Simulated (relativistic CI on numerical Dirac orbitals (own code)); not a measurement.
Cr2+: L2,3 absorption edge

Computed with this model: Dirac-Coulomb-Breit CI, orbitals from a KLI potential per configuration, a model potential for QED, valence Slater integrals scaled by 0.9, multiplet model of core-to-valence dipole absorption; configurations [Ar] 3d4 → [He] 2s2 2p5 3s2 3p6 3d5; 300 K; Lorentzian 0.6 eV and Gaussian 0.3 eV FWHM. Energies are those of the free ion, without screening or charge transfer. The branching ratio is the share of the lower-energy edge in the whole absorption, uncertain by about 0.02 where the edges overlap. S is read from ⟨S²⟩ = S(S + 1).

Field parameters in Wybourne normalisation: Oh B⁴₀ = 21Dq, B⁴₄ = √(5/14) B⁴₀. The field is a parameter set, without covalency.

free ion: ground-state S = 2.00, centroid 580.40 eV. Peaks (eV, height): 573.9 (11), 574.3 (13), 577.1 (100), 578.6 (77), 579.6 (68), 582.2 (31), 583.1 (20), 586.3 (31), 587.0 (26), 589.2 (14).

Oh, 10Dq = 3250 cm⁻¹: ground-state S = 2.00, centroid 580.72 eV. Peaks (eV, height): 573.1 (7), 574.0 (10), 574.6 (10), 577.2 (100), 577.8 (91), 578.8 (80), 579.8 (57), 582.4 (32), 583.4 (39), 585.1 (28), 586.6 (39), 587.2 (43).

Oh, 10Dq = 7350 cm⁻¹: ground-state S = 2.00, centroid 580.80 eV. Peaks (eV, height): 573.4 (7), 574.4 (9), 577.4 (100), 578.0 (91), 582.8 (29), 583.8 (39), 585.1 (30), 587.3 (43).

Oh, 10Dq = 11400 cm⁻¹: ground-state S = 2.00, centroid 580.85 eV. Peaks (eV, height): 573.7 (7), 577.7 (100), 582.8 (26), 584.1 (37), 584.9 (31), 587.4 (41).

Oh, 10Dq = 15500 cm⁻¹: ground-state S = 2.00, centroid 580.89 eV. Peaks (eV, height): 574.1 (6), 576.1 (57), 578.1 (100), 583.1 (24), 584.6 (40), 586.7 (31), 587.6 (34).

Oh, 10Dq = 19600 cm⁻¹: ground-state S = 1.98, centroid 580.86 eV. Peaks (eV, height): 576.0 (61), 578.3 (100), 579.4 (61), 583.6 (22), 584.7 (42), 586.7 (26), 587.8 (28).

Strongest unbroadened transitions for Oh, 10Dq = 3250 cm⁻¹:

```
Energy (eV)  Relative strength
     573.05               21.7
     573.97               24.5
     576.91               43.1
     577.12               44.1
     577.14              100.0
     577.62               20.4
     577.83               20.4
     577.89               33.3
     577.98               20.9
     578.54               35.2
     578.85               20.7
     578.92               28.6
     579.05               23.2
     579.89               24.0
     582.52               26.8
     583.49               66.6
     587.16               22.4
     587.32               29.0
```
